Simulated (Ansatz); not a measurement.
Two isomers of CH9NOSi2: A = `N[SiH2]OC[SiH3]`, B = `C[SiH2]N[SiH2]O`.

Computed with Ansatz on PBE0-D4/def2-TZVP structures; ΔE is electronic, products minus reactants. CCSD(T)/CBS is the MP2 limit (def2-TZVPP, def2-QZVPP) plus CCSD(T) − MP2 in def2-TZVPP, frozen cores. Functionals use def2-TZVPP. B3LYP here is the variant with VWN-RPA as its local correlation; programs differ in this. Each species was taken in one conformer, which may not be the lowest.

(1) Which is lower in electronic energy at CCSD(T)/CBS, and by how much? (Best estimate.)

(2) Give E(B) − E(A) in kJ/mol with r2SCAN-D4, HF/def2-TZVPP, ωB97M-V, PBE0-D4, MP2/def2-TZVPP, B3LYP-D4, B3LYP. (Best estimate.)

Largest T1 diagnostic: 0.011.

Answers

(1) The calculation gave: B, by 176.7 kJ/mol.

(2) Computed: r2SCAN-D4 -173.2, HF/def2-TZVPP -168.3, ωB97M-V -172.0, PBE0-D4 -169.5, MP2/def2-TZVPP -182.5, B3LYP-D4 -166.5, B3LYP -164.1. None reverses the order clearly.

From PBE to PBE0 (25 % exact exchange), in def2-TZVPP and without D4, E(B) − E(A) moves by −6.3 kJ/mol. In def2-TZVPP, CCSD(T) changes the Hartree–Fock value by −4.7 kJ/mol (the triples alone add +0.0 kJ/mol) and MP2 by −14.2 kJ/mol.
